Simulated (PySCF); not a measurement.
## Potassium: a sound run and one with changed settings

Sound run: K⁺ [Ar], K²⁺ [Ne] 3s2 3p5. Computed with PySCF 2.14 in aug-cc-pVDZ-X2C (6s5p3d, 36 functions), with scalar relativity by spin-free X2C-1e. In the sound run the correlated levels freeze [Ne] 3s2. The sound run starts from symmetry-adapted Hartree-Fock orbitals and uses a fine grid where one is needed.

Changed run: basis STO-3G, all-electron and non-relativistic. This setting is unsound on purpose.

```csv
species,method,sound run (hartree),changed run (hartree),converged
K⁺,UHF,-601.30931,-593.00933,yes
K⁺,M06-L,-602.05245,-593.66174,yes
K⁺,BP86,-602.11962,-593.68987,yes
K⁺,MP2,-601.31383,-593.01816,yes
K⁺,CCSD(T),-601.31404,-593.01939,yes
K²⁺,UHF,-600.15061,-591.89066,yes
K²⁺,M06-L,-600.84266,-592.49615,yes
K²⁺,BP86,-600.91389,-592.52873,yes
K²⁺,MP2,-600.15264,-591.89339,yes
K²⁺,CCSD(T),-600.15275,-591.89385,yes
```

Ionisation energy of K⁺:

```csv
method,sound run (eV),changed run (eV)
UHF,31.530,30.441
M06-L,32.920,31.717
BP86,32.810,31.596
MP2,31.598,30.606
SCS-MP2,31.592,30.600
CCSD,31.600,30.622
CCSD(T),31.600,30.627
```

A minimal basis cannot let orbitals breathe on ionisation and holds almost no correlation. The Hamiltonian changed with the basis, so the totals do not compare.

For comparison, NIST gives 31.625 eV between the lowest levels.
